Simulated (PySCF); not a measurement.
SMILES CC(c1c(Cl)cccc1)C, GFN2-xTB optimised geometry.

```
21

C     -1.31    -2.31    -1.27
C     -1.51    -1.48     0.00
C     -1.30    -2.32     1.26
C     -0.65    -0.24     0.00
C     -1.27     1.00     0.00
C     -0.56     2.19     0.00
C      0.82     2.16     0.00
C      1.47     0.94     0.00
C      0.75    -0.24     0.00
Cl     1.68    -1.71     0.00
H     -0.31    -2.74    -1.31
H     -1.46    -1.70    -2.15
H     -2.03    -3.13    -1.29
H     -2.55    -1.14     0.00
H     -1.44    -1.71     2.15
H     -2.03    -3.13     1.28
H     -0.31    -2.76     1.29
H     -2.35     1.04     0.00
H     -1.08     3.13     0.00
H      1.40     3.07     0.00
H      2.55     0.89     0.00
```

Density from PBE0/def2-SVP in PySCF at that geometry.

Minimum of the electron density along straight lines between bonded atoms, close to the bond critical point (lines longer than 1.1 times the sum of covalent radii, or with two minima, are not listed):

| bond | length / Å | ρ at the minimum / e bohr⁻³ | ∇²ρ there / e bohr⁻⁵ | position (fraction from the first atom) |
|---|---|---|---|---|
| C1–C2 | 1.531 | 0.241 | -0.54 | 0.50 |
| C2–C3 | 1.531 | 0.241 | -0.54 | 0.50 |
| C2–C4 | 1.511 | 0.251 | [?] | 0.48 |
| C4–C5 | 1.393 | 0.307 | -0.77 | 0.50 |
| C5–C6 | 1.382 | 0.314 | -0.81 | 0.50 |
| C6–C7 | 1.383 | 0.313 | -0.80 | 0.50 |
| C7–C8 | 1.382 | 0.313 | -0.80 | 0.50 |
| C4–C9 | 1.393 | 0.306 | -0.77 | 0.48 |
| C8–C9 | 1.387 | 0.312 | -0.80 | 0.49 |
| C9–Cl10 | 1.735 | [?] | [?] | 0.41 |
| C1–H11 | 1.085 | 0.279 | -1.04 | 0.63 |
| C1–H12 | 1.088 | 0.276 | -1.01 | 0.62 |
| C1–H13 | 1.088 | 0.276 | -1.00 | 0.62 |
| C2–H14 | 1.097 | 0.277 | -0.99 | 0.62 |
| C3–H15 | 1.088 | 0.276 | -1.01 | 0.62 |
| C3–H16 | 1.088 | 0.276 | -1.00 | 0.62 |
| C3–H17 | 1.085 | 0.279 | -1.04 | 0.63 |
| C5–H18 | 1.081 | 0.283 | -1.08 | 0.63 |
| C6–H19 | 1.079 | 0.284 | -1.08 | 0.63 |
| C7–H20 | 1.079 | 0.284 | -1.08 | 0.63 |
| C8–H21 | 1.079 | 0.284 | -1.10 | 0.64 |

**Question.** Fill in the missing entries.

**Answer.** 
- C2–C4, ∇²ρ there / e bohr⁻⁵: -0.58
- C9–Cl10, ρ at the minimum / e bohr⁻³: 0.198
- C9–Cl10, ∇²ρ there / e bohr⁻⁵: -0.28
